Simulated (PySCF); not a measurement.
GeH6N2, SMILES [NH2][GeH2][NH2]. Coordinates come from a B3LYP-D3(BJ)/def2-SVP optimisation. The values are those of a single conformer.

These are PySCF 2.14.0 with B3LYP-D3(BJ)/def2-SVP values and carry that method's errors.

Harmonic wavenumbers (cm⁻¹): 151, 185, 255, 491, 509, 532, 670, 676, 705, 804, 861, 911, 925, 1546, 1551, 2089, 2141, 3518, 3525, 3612, 3618. Rotational constants (GHz): 14.41, 5.964, 4.634; symmetry number 1.

Question: Work out the zero-point energy and the ideal-gas rigid-rotor harmonic-oscillator thermochemistry at 298.15 K and 1 atm.

Answer: ZPE = ½ Σ hcν = ½ × 29276 cm⁻¹ = 41.85 kcal/mol. H − E(el) = 46.08 kcal/mol. Entropy in cal/(mol K): translation 39.91, rotation 24.20, vibration 10.16, total 74.28. G − E(el) = 23.94 kcal/mol. Cp = 22.02 cal/(mol K).
